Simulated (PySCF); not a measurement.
Species: CH8O3Si3.
SMILES with atom numbers: `[O:1]=[CH:2][SiH2:3][O:4][SiH2:5][O:6][SiH3:7]` (hydrogens: H8 on C2; H9, H10 on Si3; H11, H12 on Si5; H13, H14, H15 on Si7)

The calculation used PBE0-D3(BJ)/def2-SVP geometry optimisation, gas phase (PySCF).

(1) List the bond lengths, angles and torsions at this level.

Results:

(1) 
```json
{"bond": "O1=C2", "length (pm)": "120.7", "order": "double"}
{"bond": "C2–Si3", "length (pm)": "192.2", "order": "single"}
{"bond": "Si3–O4", "length (pm)": "165.4", "order": "single"}
{"bond": "O4–Si5", "length (pm)": "165.2", "order": "single"}
{"bond": "Si5–O6", "length (pm)": "164.7", "order": "single"}
{"bond": "O6–Si7", "length (pm)": "165.8", "order": "single"}
{"bond": "C2–H8", "length (pm)": "112.7", "order": "single"}
{"bond": "Si3–H9, Si3–H10", "length (pm)": "149.1", "order": "single"}
{"bond": "Si5–H11, Si5–H12", "length (pm)": "148.6", "order": "single"}
{"bond": "Si7–H13, Si7–H14, Si7–H15", "length (pm)": "149.2", "order": "single"}
```

Bonds in one row agree within 1 pm and their mean is given. Orders are formal, as drawn. A selection of angles:
```json
{"angle": "O1–C2–Si3", "degrees": "119.6"}
{"angle": "O1–C2–H8", "degrees": "120.5"}
{"angle": "Si3–C2–H8", "degrees": "119.9"}
{"angle": "C2–Si3–O4", "degrees": "108.1"}
{"angle": "C2–Si3–H9", "degrees": "108.2"}
{"angle": "O4–Si3–H9", "degrees": "111.0"}
{"angle": "H9–Si3–H10", "degrees": "109.8"}
{"angle": "Si3–O4–Si5", "degrees": "153.8"}
{"angle": "O4–Si5–O6", "degrees": "110.3"}
{"angle": "O4–Si5–H11", "degrees": "108.8"}
{"angle": "O4–Si5–H12", "degrees": "108.0"}
{"angle": "O6–Si5–H11", "degrees": "108.7"}
{"angle": "H11–Si5–H12", "degrees": "111.7"}
{"angle": "Si5–O6–Si7", "degrees": "149.1"}
{"angle": "O6–Si7–H13", "degrees": "110.1"}
{"angle": "H13–Si7–H14", "degrees": "109.7"}
```

Torsions: O1–C2–Si3–O4 180° (antiperiplanar); C2–Si3–O4–Si5 -177° (antiperiplanar); Si3–O4–Si5–O6 -16° (synperiplanar); O4–Si5–O6–Si7 -7° (synperiplanar). The mirror-image conformer, all signs reversed, is as good.

Si3 (oxygen-bound silicon) is tetrahedral (angles from 108.1° to 111.3°). Si7 (oxygen-bound silicon) is tetrahedral (angles from 108.8° to 110.1°). Of the pairs four or more bonds apart, Si3···Si7 is among the closest relative to their van der Waals radii: 4.22 Å, 101 % of the sum of Bondi's values. O6 (siloxane oxygen) is bent (angle 149.1°). O4 (siloxane oxygen) is bent (angle 153.8°). Si5 (oxygen-bound silicon) is tetrahedral (angles from 108.0° to 111.7°).

Point group: C1 (no symmetry element, even within 0.4 Å). No frequency check. One conformer, not necessarily the lowest.
